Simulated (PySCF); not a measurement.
# EPR parameters of C2H9OSi2

Compound: C₂H₉OSi₂ (doublet state).
Geometry (GFN2-xTB, Å), atoms numbered from 1 in this order:
```xyz
14
C2H9OSi2 angstrom
C      1.8287   -0.1756    1.4600
O      0.6867    0.1693    0.7263
C      0.8956    0.2289   -0.6721
Si    -0.8436    0.6883   -1.3264
Si    -2.4456   -0.0703    0.1146
H      2.2024   -1.1661    1.1683
H      2.6319    0.5579    1.3115
H      1.5403   -0.1908    2.5098
H      1.6796    0.9596   -0.9108
H      1.2436   -0.7465   -1.0455
H     -0.8029    0.3589   -2.7659
H     -2.4721    0.7728    1.3130
H     -2.4031   -1.4645    0.5819
H     -3.7422    0.0776   -0.5614
```

The hyperfine couplings belong to this conformer and change with its torsions.

The species is `COC[SiH][SiH3]` [radical].

Theory: UKS B3LYP, pcH-1 on C H O Si, non-relativistic, mean-field spin-orbit, GIAO in PySCF 2.14.0. One conformer (not necessarily the lowest) at the GFN2-xTB geometry, without solvent, vibrations or thermal averaging. A GFN2-xTB geometry isn't a minimum of the functional, and hyperfine couplings can be far from their values at a DFT geometry, by a factor of two or more for some ions and for spin on atoms past the first row. The SCF solution wasn't tested for stability.

```
g1, g2, g3                      : 2.00207, 2.00402, 2.00598
g_iso                           : 2.00403
Form of g                       : rhombic: the two nearest values differ by 50 % of g3 − g1
⟨S²⟩                            : 0.7523 (exact 0.7500)
α and β electrons               : 29, 28
HOMO–LUMO gap, α and β orbitals : 5.63, 4.60 eV
Total energy                    : -735.80087 Eh
```

Isotropic coupling and dipolar principal values T1 to T3, in MHz; ρ(0) is the spin density at the nucleus:

```json
{"atom": "C1", "isotope": "13C", "a_iso": "0.3", "of which spin–orbit": "0.0", "T1": "-0.3", "T2": "-0.2", "T3": "0.4", "Mulliken spin population": "0.00", "ρ(0) (bohr⁻³)": "0.0003"}
{"atom": "O2", "isotope": "17O", "a_iso": "0.2", "of which spin–orbit": "0.0", "T1": "-0.6", "T2": "0.1", "T3": "0.6", "Mulliken spin population": "0.00", "ρ(0) (bohr⁻³)": "-0.0003"}
{"atom": "C3", "isotope": "13C", "a_iso": "0.0", "of which spin–orbit": "0.0", "T1": "-2.6", "T2": "-2.0", "T3": "4.6", "Mulliken spin population": "-0.02", "ρ(0) (bohr⁻³)": "0.0000"}
{"atom": "Si4", "isotope": "29Si", "a_iso": "-372.2", "of which spin–orbit": "1.0", "T1": "-173.1", "T2": "85.6", "T3": "87.5", "Mulliken spin population": "0.97", "ρ(0) (bohr⁻³)": "0.4199"}
{"atom": "Si5", "isotope": "29Si", "a_iso": "-39.3", "of which spin–orbit": "0.0", "T1": "-9.3", "T2": "2.8", "T3": "6.6", "Mulliken spin population": "0.01", "ρ(0) (bohr⁻³)": "0.0443"}
{"atom": "H6", "isotope": "1H", "a_iso": "0.6", "of which spin–orbit": "0.0", "T1": "-0.9", "T2": "-0.7", "T3": "1.6", "Mulliken spin population": "0.00", "ρ(0) (bohr⁻³)": "0.0001"}
{"atom": "H7", "isotope": "1H", "a_iso": "0.4", "of which spin–orbit": "0.0", "T1": "-0.8", "T2": "-0.7", "T3": "1.5", "Mulliken spin population": "0.00", "ρ(0) (bohr⁻³)": "0.0001"}
{"atom": "H8", "isotope": "1H", "a_iso": "-0.1", "of which spin–orbit": "0.0", "T1": "-0.7", "T2": "-0.6", "T3": "1.3", "Mulliken spin population": "0.00", "ρ(0) (bohr⁻³)": "0.0000"}
{"atom": "H9", "isotope": "1H", "a_iso": "19.3", "of which spin–orbit": "0.0", "T1": "-3.6", "T2": "-2.6", "T3": "6.2", "Mulliken spin population": "0.00", "ρ(0) (bohr⁻³)": "0.0043"}
{"atom": "H10", "isotope": "1H", "a_iso": "47.3", "of which spin–orbit": "0.0", "T1": "-3.3", "T2": "-0.3", "T3": "3.6", "Mulliken spin population": "0.01", "ρ(0) (bohr⁻³)": "0.0106"}
{"atom": "H11", "isotope": "1H", "a_iso": "17.0", "of which spin–orbit": "0.0", "T1": "-10.0", "T2": "1.9", "T3": "8.1", "Mulliken spin population": "-0.01", "ρ(0) (bohr⁻³)": "0.0038"}
{"atom": "H12", "isotope": "1H", "a_iso": "7.1", "of which spin–orbit": "0.0", "T1": "-2.7", "T2": "-1.3", "T3": "4.0", "Mulliken spin population": "0.00", "ρ(0) (bohr⁻³)": "0.0016"}
{"atom": "H13", "isotope": "1H", "a_iso": "75.0", "of which spin–orbit": "0.0", "T1": "-2.3", "T2": "-0.4", "T3": "2.7", "Mulliken spin population": "0.04", "ρ(0) (bohr⁻³)": "0.0168"}
{"atom": "H14", "isotope": "1H", "a_iso": "-3.4", "of which spin–orbit": "0.0", "T1": "-2.6", "T2": "-1.3", "T3": "3.9", "Mulliken spin population": "0.00", "ρ(0) (bohr⁻³)": "-0.0008"}
```

The largest Mulliken spin population is on Si4 (+0.97). The angles at Si4 add up to 338.8°, so it is pyramidal.

Axes: g2 points within 9° of the Si4–Si5 bond.

Under fast tumbling the dipolar parts average out, and these isotropic splittings remain: 2 × 1H (H9/H10, I = 1/2, 3 lines) with 1.19 mT, 3 × 1H (H12/H13/H14, I = 1/2, 4 lines) with 0.93 mT and 1 × 1H (H11, I = 1/2, 2 lines) with 0.61 mT.

Nuclei that the bonding pattern makes equivalent are averaged, as if the motion that swaps them (rotation, inversion, ring flip) were fast. The three 1H nuclei of mean +26.2 MHz run from -3.4 to 75.0 MHz in the frozen geometry. The 1H value of +33.3 MHz is a mean of couplings from 19.3 to 47.3 MHz in this one geometry, not an average over conformers.

The 29Si coupling of Si4 (-372.2 MHz) shows only in satellite lines or after enrichment, since that isotope makes up about 4.7 % of natural silicon.

Time: 52 s wall (grids of density and orbitals included); peak memory 0.89 GiB. Hardware: one thread, Arm Neoverse V2 (aarch64), shared host.
